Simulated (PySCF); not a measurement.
Zn(SH) (HSZn), SMILES [SH][Zn+], charge +1.

Coordinates come from a B3LYP-D3(BJ)/def2-TZVP optimisation. The multiplicity is an assumed one; other spin states were not compared. The isomer is the one that the SMILES or the coordinates give; other isomers of the formula were not compared.

Two levels are set side by side: PBE/def2-TZVPD (PySCF) and r2SCAN/def2-TZVPD (PySCF). Same geometry, gas phase. Differences are taken from unrounded values.

```csv
quantity,r2SCAN,PBE,PBE minus r2SCAN
orbital gap (eV),1.43,1.05,-0.38
highest occupied level (eV),-12.33,-12.20,0.13
lowest empty level (eV),-10.90,-11.15,-0.25
mean polarisability (bohr³),41.2,41.2,-0.1
```

Rough cost on one machine, each run with all the roots and properties that it gave: r2SCAN against PBE about 3 times.
